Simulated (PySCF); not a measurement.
HSZn, neutral, multiplicity 2. Atoms are numbered in the order given.

```xyz
3

Zn     0.0015     0.8276     0.0000
S     -0.0817    -1.4557     0.0000
H      1.2619    -1.5384     0.0000
```
Charge 0, spin multiplicity 2.

Geometry: B3LYP-D3(BJ)/def2-TZVP. The spin state was assumed, not searched. The isomer is the one that the SMILES or the coordinates give; other isomers of the formula were not compared.

The numbers are results of TDA-B3LYP/def2-TZVPD in PySCF, not measurements.

Vertical excitations. Isolated molecule, no solvent.

```csv
state,energy (eV),λ (nm),f,main pairs
root 1,1.95,634,0.002,β HOMO→LUMO 99 %
root 2,3.55,349,0.070,α HOMO→LUMO 97 %
root 3,3.85,322,0.078,α HOMO→LUMO+1 97 %
root 4,3.87,320,0.062,"α HOMO−1→LUMO+1 7 %, β HOMO−1→LUMO 83 %"
root 5,4.66,266,0.000,α HOMO−1→LUMO 95 %
root 6,4.86,255,0.040,"α HOMO→LUMO+2 50 %, α HOMO−1→LUMO+1 38 %, β HOMO→LUMO+2 9 %"
root 7,4.91,253,0.000,β HOMO→LUMO+1 94 %
root 8,4.95,251,0.074,"α HOMO→LUMO+2 40 %, α HOMO−1→LUMO+1 21 %, β HOMO→LUMO+2 32 %"
root 9,5.35,232,0.045,"α HOMO→LUMO+3 77 %, β HOMO→LUMO+2 13 %"
root 10,5.46,227,0.000,"α HOMO−1→LUMO+2 33 %, α HOMO−1→LUMO+3 10 %, β HOMO→LUMO+3 40 %, β HOMO→LUMO+4 10 %"
```
Unrestricted roots are not spin-pure.
